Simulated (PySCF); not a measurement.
Compound: CH6NOPSi.
Geometry (PBE0-D3(BJ)/def2-SVP, Å), atoms numbered from 1 in this order:
```xyz
11
CH6NOPSi angstrom
C     -1.4307   -1.2598    0.6319
N     -0.6842   -0.2495    0.7536
Si     0.0559    0.6538   -0.5530
O     -0.2863    2.2593   -0.3169
P      2.2788    0.2418   -0.5272
H     -1.8432   -1.7672    1.5246
H     -1.7275   -1.7111   -0.3401
H     -0.4815    0.3076   -1.9029
H     -0.2078    2.5747    0.5890
H      2.3028    0.0770    0.8929
H      2.0621   -1.1520   -0.7675
```

Jobs on this species (11 atoms, 56 electrons) with PySCF (density fitting). Hardware of each: Arm Neoverse N1, one thread, on a shared host. Other jobs ran on the host; a repeat could differ by tens of per cent or more. Peak memory is the resident size of the whole Python process, interpreter and libraries included.

```tsv
level and settings	work	basis functions	SCF cycles	wall time	peak memory
delta-SCF UKS SCAN, pcX-1 on the ionised atom, pcseg-1 elsewhere, spin-free X2C	ΔSCF core ionisation, 7 holes	130	?	?	?
delta-SCF UKS PBE, pcX-2 on the ionised atom, pcseg-1 elsewhere, spin-free X2C	ΔSCF core ionisation, 7 holes	150	?	?	?
delta-SCF UKS SCAN, def2-TZVP on the ionised atom, pcseg-1 elsewhere, spin-free X2C	ΔSCF core ionisation, 7 holes	127	115	62 s	0.55 GiB
PBE0-D3(BJ)/def2-SVP, grid level 1	geometry optimisation from a GFN2-xTB start shaken at random	108	170	2.8 min	0.46 GiB
delta-SCF UKS PBE0, pcX-2 on the ionised atom, pcseg-1 elsewhere, spin-free X2C	ΔSCF core ionisation, 7 holes	150	104	88 s	0.55 GiB
delta-SCF UKS SCAN, pcX-2 on the ionised atom, pcseg-1 elsewhere, spin-free X2C	ΔSCF core ionisation, 7 holes	150	114	68 s	0.53 GiB
delta-SCF UKS HF, pcX-2 on the ionised atom, pcseg-1 elsewhere, spin-free X2C	ΔSCF core ionisation, 7 holes	150	101	53 s	0.55 GiB
delta-SCF UKS SCAN, pcX-2 on the ionised atom, pcseg-1 elsewhere, non-relativistic	ΔSCF core ionisation, 7 holes	150	114	65 s	0.55 GiB
delta-SCF UKS B3LYP, pcX-2 on the ionised atom, pcseg-1 elsewhere, spin-free X2C	ΔSCF core ionisation, 7 holes	150	105	89 s	0.55 GiB
```

Question: Fill in the missing figures.

Answer: 
- delta-SCF UKS SCAN, pcX-1 on the ionised atom, pcseg-1 elsewhere, spin-free X2C; ΔSCF core ionisation, 7 holes: 56 s, 0.55 GiB, 114 SCF cycles
- delta-SCF UKS PBE, pcX-2 on the ionised atom, pcseg-1 elsewhere, spin-free X2C; ΔSCF core ionisation, 7 holes: 45 s, 0.55 GiB, 114 SCF cycles

Question: What do all jobs in the table cost together?

Answer: About 12 min; the longest takes about 24 % of that, and about 3.7 times as long as the shortest.
